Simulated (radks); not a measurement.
The numbers below are computed, except where a source is named.
Spherical jellium clusters: N electrons in a uniform positive sphere of charge N and radius rs N^(1/3), rs = 3.59 bohr. Level of theory: non-relativistic Kohn-Sham, PBEsol, spin-polarised, spherical densities (a radial shooting solver with Libxc functionals). Levels are named by radial order and angular momentum (1s, 1p, 1d, 2s, ...), and open shells are averaged over m.

N = 18, configuration 1s2 1p6 1d10. This is the lowest configuration that the search found. Occupied and some empty levels:

level,occupation,eigenvalue (eV),<r> (bohr)
1s,2,-5.7092,5.605
1p,6,-4.5918,6.932
1d,10,-3.2965,7.849
2s,0,-2.9469,6.700
1f,0,-1.8475,8.702
2p,0,-1.3515,8.585

Energy (eV): total -32.7153, kinetic 37.581, external -1105.4, Hartree 544.48, exchange-correlation -71.597, background 562.25.
